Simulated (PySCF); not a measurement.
A TDDFT job was run through a driver script with this input:

```
{"job": {"kind": "uv", "xc": "CAM-B3LYP", "basis": "def2-SVPD", "nstates": 8, "ntriplets": 3}, "charge": 0, "multiplicity": 1}
F     -1.205578     0.116158     1.670373
C     -1.518442     0.476021     0.407033
F     -2.842210     0.694002     0.396728
F     -0.936409     1.677411     0.222468
C     -1.038980    -0.530306    -0.577893
Ge     0.899999    -0.802414    -0.188169
P      2.064691     1.151669    -0.508031
H     -1.210991    -0.141627    -1.579572
H     -1.616723    -1.443329    -0.450857
H      1.323628    -1.854223    -1.189178
H      0.959453    -1.490106     1.154943
H      3.272900     0.549101    -0.164073
H      1.844273     1.598127     0.788500
```

The calculation used TDDFT CAM-B3LYP/def2-SVPD, vertical, gas phase, core orbitals frozen in the response in PySCF. Job line and output are in the format of a driver script around the code.

(1) What does the script print for it, SCF cycles aside?

## Answers

(1) 
```
converged SCF energy = -2797.1107647851

Static polarisability (au): isotropic 84.049, principal 72.387 82.160 97.601

Singlet excitations
state   eV       nm        f      main configurations
  1   6.8391    181.3   0.22630   H->L 0.78
  2   6.9072    179.5   0.04491   H->L+1 0.45, H->L+3 0.34, H->L+2 0.14
  3   7.1433    173.6   0.04237   H->L+1 0.45, H->L+3 0.27, H->L+5 0.08
  4   7.6086    163.0   0.00534   H->L+2 0.49, H->L+3 0.29
  5   8.0547    153.9   0.10322   H-1->L 0.64, H->L+4 0.10
  6   8.2630    150.0   0.04407   H-2->L 0.76
  7   8.3512    148.5   0.06928   H->L+6 0.38, H->L+4 0.20, H->L+5 0.09
  8   8.5123    145.7   0.06223   H-1->L+1 0.77

Triplet excitations (Tamm-Dancoff, eV): 5.5125 6.0319 6.7359
```

One conformer (not necessarily the lowest) at the GFN2-xTB geometry, without solvent, vibrations or thermal averaging. Relativistic effects, spin–orbit coupling among them, are left out although an element past zinc is present.

H and L stand for HOMO and LUMO.

The values belong to the conformer `[F:1][C:2]([F:3])([F:4])[CH2:5][GeH2:6][PH2:7]`: F1–C2–C5–Ge6 -53°, C2–C5–Ge6–P7 -62°, H–P7–Ge6–C5 180°, H–P7–Ge6–C5 88°.
